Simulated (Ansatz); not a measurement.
Saddle point of BH2Cl3, singlet (BCl₃ ([Cl][B]([Cl])[Cl]) + H₂ → BHCl₂ ([Cl][BH][Cl]) + HCl; bonds formed: B1–H6, Cl2–H5; bonds broken: B1–Cl2, H5–H6), PBE0-D4/def2-TZVP structure:

```csv
atom,x (Å),y (Å),z (Å)
B1,-0.2627,0.2361,-0.0952
Cl2,1.7467,-0.3705,-0.1976
Cl3,-1.0199,0.0348,-1.6699
Cl4,-0.3776,1.7452,0.8010
H5,0.4804,-0.8890,0.4905
H6,-0.5669,-0.7567,0.6712
```

Energies are electronic, without zero-point energy. Barriers and step energies count from the start structure reached by relaxing down the imaginary mode; all methods use the PBE0-D4 structures, on which another method's saddle can fall below an end. Computed with Ansatz 0.2.0 (basis: def2-TZVPP, with def2-QZVPP for the basis limit); correlated methods freeze the cores. B3LYP uses VWN-RPA correlation. Extrapolation: Hartree–Fock as exp(−7.88 √X), correlation as X^−2.97.

| method | barrier (kJ/mol) | step energy (kJ/mol) |
| --- | --- | --- |
| SPW92 | 94.5 | 56.7 |
| PBE-D4 | 130.3 | 56.6 |
| BLYP-D4 | 153.6 | 53.1 |
| r2SCAN-D4 | 143.4 | 56.9 |
| B97M-V | ? | 54.0 |
| PBE0-D4 | 141.0 | 51.9 |
| B3LYP-D4 | 159.7 | 48.9 |
| r2SCAN0-D4 | 149.9 | 52.7 |
| BHLYP-D4 | 174.3 | 43.7 |
| CAM-B3LYP-D4 | 161.2 | 45.0 |
| wB97X-V | ? | 48.3 |
| wB97M-V | 159.7 | 50.2 |
| B2PLYP | 165.1 | 48.5 |
| PBE-QIDH | 153.9 | 51.7 |
| RPA on PBE | ? | 44.8 |
| HF | 220.6 | 30.1 |
| MP2 | 163.6 | 56.9 |
| CCSD | 174.3 | 42.0 |
| CCSD(T) | 166.8 | 47.1 |

(1) Fill in the withheld barriers. (Judge from chemistry; the value comes from the calculation.)

The T1 diagnostic stays at or below 0.012. The start structure is not quite a true minimum (one mode of 42i cm⁻¹). The end structure is not quite a true minimum (one mode of 60i cm⁻¹).

Answers

(1) Computed: RPA on PBE 168.9; B97M-V 158.0; wB97X-V 161.4 kJ/mol. Each is the energy of the saddle less that of the start structure, by the same method.

For comparison, the barrier by CCSD(T) at an estimated basis limit (MP2 extrapolated from triple and quadruple zeta, plus CCSD(T) − MP2 in triple zeta) is 163.6 kJ/mol.

Labels in which every atom is bracketed show which atoms are joined, not bond orders.

For scale, one of the runs: CCSD(T)/def2-TZVPP, 185 basis functions, launched by `ansatz run in.yaml --threads 2 --pin off --events-out ev --progress --plain --max-ram 4352MiB`. The run took 84 s on 2 CPU threads of an Arm Neoverse N1 (shared host), with 1.7 GiB of host memory at its peak.
